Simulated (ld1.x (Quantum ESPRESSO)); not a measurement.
**Building the PAW potential for Ge (PW91, scalar-relativistic).**

germanium (Ge), PAW, made with ld1.x (Quantum ESPRESSO) 7.5 (PW91, scalar-relativistic). Core [Ar], reference 3d10 4s1 4p0 (charge +3). Waves: 4s (bound): rcut 1.60, rcutus 1.85 bohr; 4s channel at -2.1 Ry: rcut 1.60, rcutus 1.85 bohr; 4p (bound, empty): rcut 1.60, rcutus 2.00 bohr; 4p channel at 3.15 Ry: rcut 1.60, rcutus 2.00 bohr; 3d (bound): rcut 0.45, rcutus 0.60 bohr; 3d channel at -3.85 Ry: rcut 0.45, rcutus 0.60 bohr. Local part: all-electron potential smoothed inside 1.25 bohr (lloc = -1). Core correction: Bessel-smoothed model core, default radius (core density twice the valence density). Augmentation charge: GAUSS, radius 0.45 bohr.

Results:

```
Cutoffs needed                            : over 300 Ry and over 300 Ry (the cutoffs (Ry, on a coarse ladder) from which the occupation-weighted sum of valence levels, in a spherical-Bessel basis at the reference potential, stays within 10 and 1 mRy of its value at 400 Ry)
Ghost test                                : no extra level below or beside the all-electron valence levels (s, p, d, f tested) (spherical-Bessel basis up to 400 Ry, 20 bohr box)
Configuration tests                       : test run stopped at test 1 of 7 (negative rho)
Lowest eigenvalue of the overlap operator : 0.33 (s channel)
```

Generation and tests took about 1.5 s on one core of a shared server CPU.
